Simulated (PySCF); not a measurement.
Electron correlation in S⁺ (sulfur, charge +1)

[Ne] 3s2 3p2 4s1, high-spin 4P determinant (an excited configuration). All numbers are calculated (PySCF 2.14, scalar relativity by spin-free X2C-1e, in x2c-QZVPPall with one added diffuse shell each of s, p, d, f type (10s7p5d3f1g, 86 functions)). Frozen: [Ne]; 5 electrons correlated.

MP2 pair energies summed by pair of shells (mhartree):

| pair | energy | share (%) |
| --- | --- | --- |
| 3s-3p | -45.31 | 53.0 |
| 3s-3s | -19.06 | 22.3 |
| 3s-4s | -7.82 | 9.1 |
| 3p-3p | -7.35 | 8.6 |
| 3p-4s | -5.99 | 7.0 |

Total MP2 correlation energy: -85.54 mhartree.

Same-spin part -19.09 and opposite-spin part -66.44 mhartree; SCS-MP2 scales them by 1/3 and 6/5 to -86.10 mhartree.
